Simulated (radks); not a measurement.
Ce I, configuration [Xe] 4f(5/2: 3, 7/2: 0) 6s1 (not the ground configuration).

Calculated with a radial shooting solver on a logarithmic mesh with Libxc functionals: Dirac Kohn-Sham, BLYP, spin-unpolarised, spherical densities, finite nucleus; Fermi nuclear charge, rms radius 4.8771 fm.

Energy parts (eV):
total: -241239.79
kinetic: 258797.66
electron-nucleus: -587939.16
Hartree: 93648.50
exchange-correlation: -5746.79

Orbitals (lengths in bohr, moments of r in powers of bohr; <r^-3> diverges for s and p1/2; r(max) is where P^2 peaks):
orbital  occ.  eigenvalue (eV)   r(max)  <r^-3>      <r^2>      <r^4>
1s1/2       2        -40229.71  0.01574       -  0.0008208  1.776e-06
2s1/2       2        -6432.258  0.08922       -    0.01300  0.0002921
2p1/2       2        -6073.464  0.06797       -   0.009531  0.0001837
2p3/2       4        -5626.625  0.07322    7090    0.01079  0.0002291
3s1/2       2        -1377.533   0.2548       -    0.08864    0.01192
3p1/2       2        -1225.471   0.2415       -    0.08351    0.01109
3p3/2       4        -1137.654   0.2529    1431    0.09105    0.01311
3d3/2       4        -871.5697   0.2032   234.7    0.07454    0.01003
3d5/2       6        -852.6987   0.2064   213.4    0.07668    0.01057
4s1/2       2        -272.0992   0.5938       -     0.4608     0.3097
4p1/2       2        -215.7336   0.6033       -     0.4932     0.3652
4p3/2       4        -197.0014   0.6279   306.0     0.5355     0.4306
4d3/2       4        -104.5936   0.6498   41.30     0.6450     0.6834
4d5/2       6        -101.3432   0.6579   37.17     0.6625     0.7214
4f5/2       3          -0.1521   0.7318   2.729      85.34      80300
5s1/2       2         -37.2267    1.393       -      2.731      11.13
5p1/2       2         -22.5133    1.535       -      3.575      20.07
5p3/2       4         -20.0326    1.608   39.98      3.962      24.78
6s1/2       1          -4.2279    3.866       -      23.01      822.5

The highest occupied level is 4f5/2 at -0.152 eV. Summed over all electrons, <r^2> = 319.7 bohr^2, which gives a Langevin (diamagnetic) susceptibility term of -253 x 10^-6 cm^3/mol. The electron density at the nucleus is 3.83e+05 e/bohr^3. The density falls to 0.001 e/bohr^3 at r = 4.88 bohr.

Empty levels of this run are not shown, since the potential may be unsettled where no density lies.
